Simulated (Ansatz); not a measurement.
C₂H₇AlBFO (`[BH2][Al]([CH2]F)[O]C`). Charge 0, multiplicity 1. The geometry is a stationary point of PBE0-D4/def2-TZVP. It is one conformer, not always the lowest.

```xyz
13

B     2.334   -0.230   -1.394
Al    0.473    0.053   -0.410
C    -0.927    1.331   -1.024
F    -2.048    1.308   -0.181
O     0.200   -0.876    0.967
C    -0.798   -1.063    1.928
H     2.492   -1.040   -2.265
H     3.312    0.413   -1.130
H    -0.561    2.366   -1.053
H    -1.277    1.109   -2.041
H    -0.405   -0.834    2.925
H    -1.124   -2.108    1.931
H    -1.672   -0.428    1.748
```

(1) What is the dipole moment at ωB97M-V/def2-TZVPP? (Best estimate.)

(2) And with PBE, r2SCAN, B3LYP? (An estimate is asked.)

(3) Give the Mulliken charges with ωB97M-V, PBE, r2SCAN in def2-TZVPP. (Estimate.)

Results:

(1) Ansatz gave: 1.04 D, with components (0.64, 0.25, -0.78) D in this frame, pointing from negative to positive charge.

(2) Computed: PBE 0.91 D, r2SCAN 0.98 D, B3LYP 1.05 D.

(3) Computed: 
```tsv
atom	ωB97M-V	PBE	r2SCAN
B1	-0.17	-0.08	-0.05
Al2	0.40	0.32	0.46
C3	-0.17	-0.11	-0.06
F4	-0.25	-0.22	-0.26
O5	-0.36	-0.30	-0.39
C6	-0.17	-0.14	0.01
H7	0.09	0.04	0.01
H8	0.09	0.04	0.01
H9	0.11	0.09	0.06
H10	0.11	0.09	0.06
H11	0.11	0.09	0.05
H12	0.11	0.09	0.05
H13	0.11	0.09	0.06
```

B3LYP here is the variant with VWN-RPA as its local correlation; programs differ in this.
